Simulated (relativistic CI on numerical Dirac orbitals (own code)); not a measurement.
**Hyperfine structure of Tb⁴⁴⁺, mass number 157**

Computed by Dirac-Coulomb-Breit CI, KLI orbitals optimised for each configuration, model QED, unscaled Slater integrals (own radial code, finite nucleus).

Configuration list (outside the closed core [Ne]): 3s²3p⁶3d³, 3s²3p⁵3d⁴, 3s3p⁶3d⁴, 3s²3p⁶3d²4s, 3s²3p⁶3d²4p, 3s²3p⁶3d²4d, 3s²3p⁵3d³4s, 3s²3p⁶3d²4f, 3s²3p⁵3d³4p, 3s3p⁶3d³4s, 3p⁶3d⁴4p, 3p⁶3d⁵, 3p⁵3d⁶, 3p⁵3d⁵4s, 3p⁶3d⁴4s, 3p⁵3d⁴4s², 3s²3p⁶3d4s², 3s²3p⁶4s²4p, 3s²3p⁶4s²4d. Double excitations out of closed p, d and f shells are left out; levels of such configurations are missing from the list, as are those of other unlisted configurations, and high levels can miss mixing partners. These lack a partner that the ground configuration has and come out too high: 3s²3p⁵3d³4p.

Nuclear spin I = 3/2, μ = 2.03 μN, Q = 1.4 b (tables of Stone and Pyykkö). The electronic factors are computed for point nuclear moments, without core polarisation or the Bohr-Weisskopf and QED corrections.

| Level | E (eV) | A (MHz) | B (MHz) |
| --- | --- | --- | --- |
| 3s²3p⁶3d³ ⁴F3/2 | 0.0000 | 89620 | -51700 |
| 3s²3p⁶3d³ ⁴F5/2 | 32.2806 | 52640 | -27800 |
| 3s²3p⁶3d³ ⁴P1/2 | 42.9457 | -32360 |  |
| 3s²3p⁶3d³ ⁴F7/2 | 72.8501 | 44640 | -733 |
| 3s²3p⁶3d³ ⁴F9/2 | 76.3475 | 45430 | 21500 |
| 3s²3p⁶3d³ ²P1/2 | 83.7172 | -12200 |  |
| 3s²3p⁶3d³ ²H11/2 | 84.9713 | 50700 | 121000 |
| 3s²3p⁶3d³ ²D5/2 | 86.3724 | 22480 | 74800 |

Levels with J = 0, under 50 % of one LS term, or S terms without an open s electron are left out. Small factors come from cancelling terms and can be off by tens of per cent or more.

At this charge energies of transitions that change n are usually good to better than 1 %, and those within a shell (Δn = 0) to a few per cent.

Give the hyperfine levels of 3s²3p⁶3d³ ⁴F3/2 relative to its centre of gravity.

With K = F(F + 1) − I(I + 1) − J(J + 1), E = AK/2 + B[¾K(K + 1) − I(I + 1)J(J + 1)]/[2I(2I − 1)J(2J − 1)]: F = 0: -400700, F = 1: -259400, F = 2: -28460, F = 3: 188700 MHz.

LS names give the leading component of a level, which can be under half, so a name can repeat, a term be missing and a line seem to break the LS rules.
